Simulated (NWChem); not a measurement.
System: SnH3O3I; SMILES [OH][Sn]([OH])([OH])[I]

```xyz
8

O      0.0000     1.8346    -1.6444
Sn     0.0000     0.0000    -0.9285
O      1.5888    -0.9173    -1.6444
O     -1.5888    -0.9173    -1.6444
I      0.0000     0.0000     1.7349
H     -0.8624     2.0568    -2.0193
H      2.2124    -0.2815    -2.0193
H     -1.3500    -1.7752    -2.0193
```
Atoms are numbered in this order, from 1.

All runs: NWChem. Geometry: optimised at PBE0/def2-SVP (def2 core potentials past Kr). Not confirmed as a minimum by frequencies.

Predict the results for PBE/3-21G, non-relativistic. Quantities: highest occupied level (eV); orbital gap (eV); dipole (D).


```
Quantity                     Value
---------------------------  -----
highest occupied level (eV)  -6.39
orbital gap (eV)              3.74
dipole (D)                    2.28
```
